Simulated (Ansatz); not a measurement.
The first iterations of a band of Cl₃H₃OSZr (9 atoms, charge 0, multiplicity 1).

Computed with RKS BLYP/def2-SVP (Ansatz).

| Property | Result |
| --- | --- |
| movable images | 7 |
| climbing image | yes |
| spring | 5.0 eV/Å² |
| optimiser | quadratic models (default) |
| start path | through a guess of the saddle point |
| force threshold | 0.05 eV/Å |
| iteration limit | 60 |
| end points | relaxed |

Initial state:

```xyz
9
Properties=species:S:1:pos:R:3
Zr -0.158 -0.131 0.014
Cl -0.646 0.041 2.355
Cl 2.077 0.448 -0.637
O -1.117 1.372 -0.661
H -1.609 2.133 -1.008
Cl -1.253 -1.911 -1.162
S 1.438 -2.589 0.921
H 0.516 -3.203 1.717
H 2.103 -2.073 1.994
```

Final state:

```xyz
9
Properties=species:S:1:pos:R:3
Zr 0.236 -0.720 -0.738
Cl 1.049 0.518 3.094
Cl 2.257 0.432 -1.174
O -1.176 0.366 -0.058
H -1.740 1.071 0.301
Cl -0.549 -1.758 -2.723
S 0.748 -2.500 0.950
H -0.560 -2.638 1.328
H 1.086 -0.685 2.554
```

| iteration | highest image above the first end (eV) | largest band force component (eV/Å) |
| --- | --- | --- |
| 1 | 3.136 | 15.594 |
| 2 | 1.450 | 2.392 |
| 3 | 1.137 | 1.438 |
| 4 | 1.089 | 1.003 |
| 5 | 1.062 | 0.728 |
| 6 | 1.044 | 0.597 |
| 7 | 1.024 | 0.472 |
| 8 | 1.017 | 0.210 |
| 9 | 1.007 | 0.920 |

Does the band converge within its limit, and where does its top end?

The forces met the threshold. It ended after 27 iterations with the highest image 0.961 eV above the first end. A vibrational analysis at the climbing image gives one clearly imaginary mode, 145i cm⁻¹: a first-order saddle point. The orbitals stay closed-shell, which can raise the energy where a bond breaks towards radicals; this wasn't checked here.

The run took 6.7 min on 4 threads of Arm Neoverse V1, with other jobs on the host, peak memory 0.21 GiB.
